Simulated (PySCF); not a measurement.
## Zn³⁺ (zinc, charge +3) across methods

[Ar] 3d9, 2D determinant. Calculation: PySCF 2.14, in aug-cc-pVDZ-DK; scalar relativity by spin-free X2C-1e. The B2PLYP total includes its PT2 part (frozen core); its orbital energies are those of the SCF part.

```csv
method,E (hartree),mean ε 3p β (eV),mean ε 3d α (eV),mean ε 3d β (eV),Σ⟨r²⟩ (bohr²),⟨S²⟩
TPSSh,-1793.430,-127.06,-52.546,-51.322,12.67,0.750
B2PLYP,-1793.143,-135.73,-58.131,-56.660,12.59,0.751
LDA,-1790.364,-124.17,-51.555,-50.297,12.74,0.750
PBE0,-1793.196,-129.90,-54.676,-53.340,12.63,0.750
PBE,-1793.161,-124.26,-51.281,-50.074,12.73,0.750
HSE06,-1793.200,-129.49,-54.231,-52.902,12.64,0.750
r2SCAN,-1793.405,-126.62,-51.792,-50.486,12.63,0.750
BHandHLYP,-1793.422,-135.41,-58.042,-56.611,12.60,0.750
```

Estimate the same row for UHF.

E (hartree) = -1791.99838; mean ε 3p β (eV) = -145.50; mean ε 3d α (eV) = -63.800; mean ε 3d β (eV) = -62.011; Σ⟨r²⟩ (bohr²) = 12.46; ⟨S²⟩ = 0.751.
